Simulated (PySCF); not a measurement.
Two species compared at the same levels of theory.

First species: C₄H₉NSi.
InChI=1S/C4H9NSi/c1-4-3-6(2)5-4/h6H,3H2,1-2H3/t6-/m0/s1

Second species: C4H7NO2Si.
Z-matrix (Å and degrees, GFN2-xTB geometry), rows numbered from 1:
```
C 
C   1  1.4817
N   2  1.3046  1  123.29
O   3  1.3516  2  108.23  1   179.98
C   4  1.3421  3  109.21  2     0.07
C   5  1.3655  4  109.20  3    -0.07
O   6  1.3364  2  125.43  1     0.03
Si  7  1.6315  6  131.40  2  -179.97
H   1  1.0889  2  109.90  3   120.77
H   1  1.0889  2  109.86  3  -120.57
H   1  1.0855  2  109.59  3     0.08
H   5  1.0705  4  117.91  3   179.98
H   8  1.4633  7  110.30  6   -60.30
H   8  1.4526  7   98.07  6   180.00
H   8  1.4634  7  110.30  6    60.32
```

Levels: wB97X-D/def2-SVPD for dipole moment, HOMO energy, LUMO energy, HOMO–LUMO gap, static isotropic polarisability and electronic spatial extent ⟨r²⟩ about the centre of nuclear charge; TDDFT wB97X-D/def2-SVPD for lowest singlet excitation; TDA wB97X-D/def2-SVPD for lowest triplet excitation (Tamm–Dancoff); GFN2-xTB for rotational constant A and rotational constant C. Geometries: GFN2-xTB. Each structure is a single optimised conformer of the isolated species, non-relativistic unless stated; the electronic structure was computed with PySCF and density fitting.

The conformers computed, where there is a choice (atom-mapped SMILES and torsion angles):
- `[CH3:1][c:2]1[n:3][o:4][cH:5][c:6]1[O:7][SiH3:8]`: C5–C6–O7–Si8 0°

```
                                                         property    column X   column Y
                                                    dipole moment      3.39 D     2.19 D
                                                      HOMO energy    -8.91 eV   -8.52 eV
                                                      LUMO energy     1.46 eV    1.75 eV
                                                    HOMO–LUMO gap    10.37 eV   10.27 eV
                                        lowest singlet excitation     6.12 eV    4.60 eV
                         lowest triplet excitation (Tamm–Dancoff)     4.24 eV    4.03 eV
                                  static isotropic polarisability     82.6 au    77.7 au
electronic spatial extent ⟨r²⟩ about the centre of nuclear charge  1277 bohr²  815 bohr²
                                            rotational constant A   3.331 GHz  7.118 GHz
                                            rotational constant C   0.879 GHz  1.678 GHz
```

Question: Which column belongs to which species?

Answer: Column X is the second species and column Y the first. The first has 15 atoms and 54 electrons, the second 15 and 68.

Question: How does each property change from the first species to the second?

Answer: dipole moment +1.20 D; HOMO energy -0.39 eV; LUMO energy -0.29 eV; HOMO–LUMO gap +0.10 eV; lowest singlet excitation +1.52 eV; lowest triplet excitation (Tamm–Dancoff) +0.21 eV; static isotropic polarisability +4.9 au; electronic spatial extent ⟨r²⟩ about the centre of nuclear charge +462 bohr²; rotational constant A -3.787 GHz; rotational constant C -0.799 GHz.

On the first: The dipole matches unit charges of opposite sign 0.46 Å apart (1 e·Å = 4.8032 D). The polarisability is 11.52 Å³ as a volume (1 au = 0.148185 Å³), or 1.44 au for each of the 54 electrons.

On the second: No computed singlet falls in the visible range (750 to 380 nm, 1.65 to 3.26 eV); S1 lies 2.86 eV above its blue end. The polarisability is 12.25 Å³ as a volume (1 au = 0.148185 Å³), or 1.22 au for each of the 68 electrons.
